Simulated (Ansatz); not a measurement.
Relaxation of CH₆OSSi₂ (11 atoms, charge 0, multiplicity 1), to a largest force component of 0.02 eV/Å in at most 50 steps.

These are results of RHF/cc-pVDZ in Ansatz, not measurements.

```xyz
11
Properties=species:S:1:pos:R:3
O -0.821 -0.088 1.206
C 0.101 -0.325 0.507
Si 1.365 -1.480 1.224
S 0.450 0.297 -1.115
Si -1.327 1.517 -1.486
H -0.359 0.470 -0.081
H 1.589 -2.710 0.416
H 1.098 -1.917 2.611
H -2.563 0.724 -1.378
H -1.196 2.100 -2.808
H -1.368 2.641 -0.469
```

Q: Where does it end, and by what steps?

A: The run converged. The force dipped under the threshold on the way, but the program's further checks kept it going. After 49 steps the energy has fallen by 8.082 eV; H6 moved furthest, 1.91 Å. The start is strongly strained (largest force component 10 eV/Å), so its close contacts needn't be bonds. Parted: C2–S4 (1.77 → 3.87 Å), C2–H6 (1.09 → 4.00 Å).

| step | energy less start (eV) | largest force component (eV/Å) | accepted |
| --- | --- | --- | --- |
| 0 | 0.0000 | 9.675 | yes |
| 2 | -3.1783 | 6.447 | yes |
| 4 | -6.1101 | 3.685 | yes |
| 6 | -7.5362 | 1.098 | yes |
| 8 | -7.6827 | 0.677 | yes |
| 10 | -7.8743 | 0.481 | yes |
| 12 | -7.9743 | 0.461 | yes |
| 14 | -8.0136 | 0.101 | yes |
| 16 | -8.0254 | 0.657 | yes |
| 18 | -8.0553 | 0.109 | yes |
| 20 | -8.0570 | 0.314 | yes |
| 22 | -8.0663 | 0.031 | yes |
| 24 | -8.0679 | 0.075 | yes |
| 26 | -8.0700 | 0.175 | yes |
| 28 | -8.0721 | 0.226 | yes |
| 30 | -8.0750 | 0.045 | yes |
| 32 | -8.0763 | 0.111 | yes |
| 34 | -8.0781 | 0.094 | yes |
| 36 | -8.0788 | 0.135 | yes |
| 38 | -8.0793 | 0.104 | yes |
| 40 | -8.0800 | 0.165 | yes |
| 42 | -8.0806 | 0.104 | yes |
| 44 | -8.0809 | 0.112 | yes |
| 46 | -8.0814 | 0.065 | yes |
| 48 | -8.0816 | 0.034 | yes |
| 49 | -8.0817 | 0.014 | yes |

```xyz
11
Properties=species:S:1:pos:R:3
O -1.487 -1.655 1.564
C -0.391 -1.515 1.617
Si 1.620 -1.046 1.748
S -0.362 0.070 -1.912
Si -1.475 1.922 -1.692
H 0.835 0.566 -1.565
H 1.845 -2.204 0.795
H 1.608 -1.868 3.024
H -2.865 1.584 -2.077
H -0.928 2.970 -2.587
H -1.432 2.403 -0.290
```

Whether the end is a true minimum wasn't checked by a vibrational analysis.

The run took 52 s on 2 threads of AMD EPYC 9R45 96-Core Processor (Zen 5), on a shared host, peak memory 0.28 GiB.
